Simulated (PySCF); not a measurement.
Compound: C4H11ClSi2.
InChI=1S/C4H11ClSi2/c1-2-3-6-7-4-5/h2H,1,3-4,6-7H2

Torsions of this conformer, `[CH2:1]=[CH:2][CH2:3][SiH2:4][SiH2:5][CH2:6][Cl:7]`: C1–C2–C3–Si4 114°, C2–C3–Si4–Si5 -55°, C3–Si4–Si5–C6 58°, Si4–Si5–C6–Cl7 48°.

The closed-shell ground state was solved at several levels (PySCF, density fitting, gas phase, non-relativistic). The structure is a single PBE0-D3(BJ)/def2-SVP conformer in the gas phase; no vibrational or solvent corrections.

```tsv
level	basis functions	HOMO (eV)	LUMO (eV)	gap (eV)	dipole (D)
PBE0/pcSseg-1	195	-7.30	-0.09	7.21	1.64
KT3/pcSseg-1	195	-6.20	-0.99	5.21	1.54
```

(1) What might wB97X-D/def2-SVPD (243 basis functions) give for the same quantities?

(2) Over all these levels, which gives the widest orbital gap and which the narrowest?

(3) How far do the dipole and the HOMO energy spread over the levels?

## Answers

(1) HOMO -9.11 eV, LUMO 1.53 eV, gap 10.64 eV, dipole 1.63 D.

(2) wB97X-D/def2-SVPD (range-separated hybrid) has the widest, 10.64 eV, and KT3/pcSseg-1 (GGA) the narrowest, 5.21 eV. Functional and basis both differ between the two, so the spread mixes both effects.

(3) The dipole runs from 1.54 to 1.64 D (mean 1.60 D) and the HOMO from -9.11 to -6.20 eV.
